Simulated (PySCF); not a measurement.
This PySCF input asks for the NMR shieldings of `InChI=1S/C6H7.C3H3.Al.H/c1-2-6-4-3-5-6;1-3-2;;/h1H,3-5H2;1H3;;`; the geometry comes from GFN2-xTB.

```python
import basis_set_exchange as bse
import numpy as np
from pyscf import gto, dft
from pyscf.prop import nmr

atoms = """
C     0.813681    3.036582   -1.754219
C     0.931795    2.004637   -1.153400
C     1.094150    0.789910   -0.407111
Al    0.194176   -0.980698   -0.815989
C    -1.635634   -1.344331   -0.304214
C    -2.800693   -1.552645   -0.021798
C    -4.185109   -1.800370    0.318023
C     0.895118    0.912119    1.131901
C     2.105770   -0.003031    1.299499
C     2.556228    0.345685   -0.118324
H     0.690618    3.922572   -2.302497
H     1.148641   -2.042167   -1.420495
H    -4.323824   -1.735916    1.397629
H    -4.482211   -2.794323   -0.018042
H    -4.823584   -1.059103   -0.163239
H     1.080905    1.922750    1.495215
H    -0.056084    0.554798    1.541147
H     1.787345   -1.054092    1.356422
H     2.791651    0.205170    2.118815
H     3.262313    1.174621   -0.148447
H     2.945830   -0.485226   -0.721944
"""
names = dict.fromkeys(["C", "Al", "H"], "pcSseg-1")
basis = {el: gto.basis.parse(bse.get_basis(n, elements=[el], fmt="nwchem")) for el, n in names.items()}
mol = gto.M(atom=atoms, basis=basis, charge=0, verbose=0)
mf = dft.RKS(mol, xc="PBE0")
mf.grids.level = 2
mf.grids.alignment = dft.numint.BLKSIZE   # the property module wants whole blocks of grid points
mf.conv_tol = 1e-9
mf.kernel()

calc = nmr.RKS(mf)   # GIAO
C = mf.mo_coeff
Co = C[:, mf.mo_occ > 0]
resp = mf.gen_response(singlet=True, hermi=2)
def vind(x):   # induced exchange potential for any number of trial vectors
    d = np.einsum("pi,xij,qj->xpq", C, 2 * x.reshape(-1, C.shape[1], Co.shape[1]), Co, optimize=True)
    return np.einsum("xpq,pi,qj->xij", resp(d - d.transpose(0, 2, 1)), C, Co, optimize=True).ravel()
mo1, _ = nmr.rhf.solve_mo1(calc, with_cphf=vind)
sigma = calc.kernel(mo1)
for i, s in enumerate(sigma):   # ppm
    print("%2d %-2s %9.2f" % (i, mol.atom_pure_symbol(i), np.trace(s) / 3))
```

Problem. Give the expected output.

Solution. 
```
 0 C     113.05
 1 C      92.64
 2 C     164.81
 3 Al    339.50
 4 C      92.19
 5 C      68.71
 6 C     180.40
 7 C     151.41
 8 C     163.67
 9 C     150.92
10 H      30.03
11 H      26.63
12 H      29.56
13 H      29.53
14 H      29.54
15 H      29.39
16 H      29.05
17 H      30.52
18 H      29.74
19 H      29.34
20 H      29.04
```

These numbers come from an equivalent density-fitted implementation of the same equations, which agrees with the script to about 0.01 ppm for H and up to a few tenths of a ppm for heavy atoms, so last digits may differ.

Size and cost of the density-fitted run: 232 basis functions, 91 s wall time on 1 thread of an Arm Neoverse N1, shared host; peak memory 1.1 GiB.
